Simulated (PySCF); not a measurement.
CH₃Cl₂NSi₂. Atoms are numbered in the order given.

```xyz
9

Cl     1.4261    -0.1192     1.6782
Si     0.2299     0.0200     0.0000
Cl     1.4261    -0.1192    -1.6782
N     -0.7369     1.5349     0.0000
C     -1.9423     1.0729     0.0000
Si    -1.9351    -0.8676     0.0000
H     -2.7986     1.7749     0.0000
H     -2.5013    -1.5188    -1.2175
H     -2.5013    -1.5188     1.2175
```

Geometry optimised at B3LYP-D3(BJ)/def2-SVP. This is a generated structure with no PubChem entry under its InChIKey; it may be hypothetical.

Method: PySCF with B3LYP/def2-TZVP.

Symmetry labels are those of the subgroup Cs that the program uses (full group Cs).

Problem. List the valence orbital energies around the gap with their symmetry. (The exact figures need the calculation; the answer reports its results.)

Solution. 
```tsv
orbital	symmetry	energy (eV)
HOMO−7	A"	-10.53
HOMO−6	A'	-10.18
HOMO−5	A"	-9.73
HOMO−4	A'	-9.62
HOMO−3	A"	-9.24
HOMO−2	A"	-8.97
HOMO−1	A'	-8.08
HOMO	A'	-7.10
LUMO	A"	-1.89
LUMO+1	A'	-1.09
LUMO+2	A"	-0.49
LUMO+3	A'	-0.36
```
